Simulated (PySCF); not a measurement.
Trends in electronic spectra. Level of theory: TDDFT CAM-B3LYP/def2-SVPD, vertical, gas phase, core orbitals frozen in the response (PySCF 2.14.0, density-fitted response routines). Geometries: GFN2-xTB; one conformer of each isolated species. Triplets are in the Tamm–Dancoff approximation.

Question: Rank by computed lowest singlet excitation energy, lowest first.
A. `CCN(C)C#P`
B. `[SiH3]O[Si](O[SiH3])(O)N`
C. `[Si]=S` [singlet]
D. `N[Si@H](O[SiH3])O[SiH2]O`
E. `C=C/C=C\[S@@](C)=O`
F. `C#CCC(Cl)(Cl)Cl`
G. `[Si@@H]([SiH2]C)(Cl)CCl`
H. `O[SiH2]N([SiH2]O)[SiH2]O`

Answer: A (3.11 eV), C (3.76 eV), E (4.70 eV), H (6.19 eV), F (6.39 eV), G (6.52 eV), B (6.71 eV), D (6.97 eV).

```
                  SMILES  S1 (eV)  gap (eV)  first f ≥ 0.01 (nm)  LUMO (eV)  T1 (eV)           S1 mainly
               CCN(C)C#P     3.11      7.27                  273       0.36     2.75           H→L (98%)
                  [Si]=S     3.76      7.84                  286      -1.47     3.10  H-1/H→L/L+1 (≥85%)
      C=C/C=C\[S@@](C)=O     4.70      7.54                  264      -0.48     3.13           H→L (89%)
O[SiH2]N([SiH2]O)[SiH2]O     6.19      9.25                  158       0.44     6.00           H→L (72%)
         C#CCC(Cl)(Cl)Cl     6.39      9.85                  180       0.17     5.41           H→L (38%)
    C[SiH2][Si@H](Cl)CCl     6.52      9.76                  181       0.40     5.89           H→L (62%)
N[Si](O)(O[SiH3])O[SiH3]     6.71      9.71                  185       0.48     6.41           H→L (78%)
N[Si@H](O[SiH3])O[SiH2]O     6.97     10.19                  178       0.74     6.60           H→L (70%)
```

H and L stand for HOMO and LUMO. A slash joins orbitals within 0.01 eV of each other, whose weights are summed (≥ marks a lower bound).

Mean S1 by what the SMILES shows (count): single bonds only 6.60 eV (4); a double or triple bond but no aromatic ring 4.49 eV (4).

- `CCN(C)C#P`: Löwdin shares by element: HOMO phosphorus 43%, carbon 24% or more, nitrogen 22%; LUMO phosphorus 53%, carbon 31% or more, nitrogen 6%.
- `[Si]=S`: Löwdin shares by element: HOMO (one of a set within 0.03 eV) sulfur 75%, silicon 25%; LUMO (one of a set within 0.03 eV) silicon 70%, sulfur 30%.
- `C=C/C=C\[S@@](C)=O`: Löwdin shares by element: HOMO oxygen 36%, sulfur 24%, carbon 18% or more (atoms not listed hold the other 23%); LUMO carbon 77% or more (atoms not listed hold the other 23%).
- `O[SiH2]N([SiH2]O)[SiH2]O`: Löwdin shares by element: HOMO nitrogen 44%, silicon 26% (atoms not listed hold the other 30%); LUMO oxygen 27% or more, silicon 25% or more, hydrogen 19% or more (atoms not listed hold the other 28%).
- `C#CCC(Cl)(Cl)Cl`: Löwdin shares by element: HOMO carbon 85% or more (atoms not listed hold the other 15%); LUMO chlorine 71%, carbon 21% or more.
- `C[SiH2][Si@H](Cl)CCl`: Löwdin shares by element: HOMO chlorine 41%, carbon 18% or more, silicon 16% or more (atoms not listed hold the other 25%); LUMO silicon 40%, chlorine 18% or more, carbon 8% or more (atoms not listed hold the other 34%).
- `N[Si](O)(O[SiH3])O[SiH3]`: Löwdin shares by element: HOMO nitrogen 67%, hydrogen 13% or more, oxygen 7% or more; LUMO silicon 44%, oxygen 8% or more (atoms not listed hold the other 47%).
- `N[Si@H](O[SiH3])O[SiH2]O`: Löwdin shares by element: HOMO nitrogen 64%, hydrogen 13% or more, silicon 13% or more; LUMO silicon 43%, oxygen 8% or more (atoms not listed hold the other 48%).
